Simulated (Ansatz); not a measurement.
Abridged output of a molecular run in Ansatz:

```
Functional definition: HF
1539 factors; integrals over basis functions are off by at most 1.1e-3 eV
mean field evaluation 1: about -73151.0577 eV, gradient 4.3e1 eV
mean field evaluation 2: about -73151.3149 eV, gradient 4.3e1 eV
mean field evaluation 4: about -73155.3443 eV, gradient 4.4e0 eV
mean field evaluation 8: about -73155.4149 eV, gradient 3.6e-1 eV
mean field evaluation 16: about -73155.4155 eV, gradient 1.8e-6 eV
mean field -73155.41554530 eV, -2688.4119347681 hartree, gradient 1.8e-6 eV, S^2 0.000000; 0 other end points of the search recorded, 0 dependent functions left out
17 core orbitals not correlated: weight in the atoms' cores, before any rotation towards them, 1.000 or more for the frozen orbitals, at most 0.000 for the correlated occupied ones
reference -73155.41554530 eV, -2688.4119347681 hartree; 20, 20 occupied and 216, 216 virtual orbitals, 1539 factors
second order -27.89679645 eV of doubles, -0.00000000 eV of singles
cycle   1  -27.86452682 eV  change    3.2e-2 eV  update   1.2e-1
cycle   2  -28.59889394 eV  change   -7.3e-1 eV  update   3.4e-2
cycle   3  -28.73957869 eV  change   -1.4e-1 eV  update   1.7e-2
cycle   4  -28.72712350 eV  change    1.2e-2 eV  update   4.1e-3
cycle   5  -28.72560360 eV  change    1.5e-3 eV  update   1.8e-3
cycle   6  -28.72648341 eV  change   -8.8e-4 eV  update   5.9e-4
cycle   7  -28.72615666 eV  change    3.3e-4 eV  update   2.3e-4
cycle   8  -28.72611627 eV  change    4.0e-5 eV  update   8.9e-5
cycle   9  -28.72614364 eV  change   -2.7e-5 eV  update   3.7e-5
perturbative correction -1.23107424 eV, -0.0452411438 hartree
Total energy: -73185.37276318 eV, -2689.5128422194 hartree
```

Its atoms:

Z-matrix (Å, degrees):
```
Ge
C 1 1.933
C 1 1.939 2 47.0
O 1 1.768 2 118.2 3 -99.4
H 1 1.519 2 126.2 3 108.2
H 2 1.086 1 117.0 3 107.8
H 2 1.086 1 121.4 3 -106.8
Cl 3 1.765 1 118.0 2 -107.6
H 3 1.084 1 123.3 2 107.3
H 4 0.963 1 110.2 2 49.8
```

Which basis set was used?
A. cc-pV(Q+d)Z
B. def2-TZVPPD
C. def2-SVP
D. def2-TZVPP

D. It gives 253 functions.

Write the keys of the input that set method, charge and spin (a neutral closed shell needs none for the last two).


```yaml
correlation: {method: ccsd_t}
```
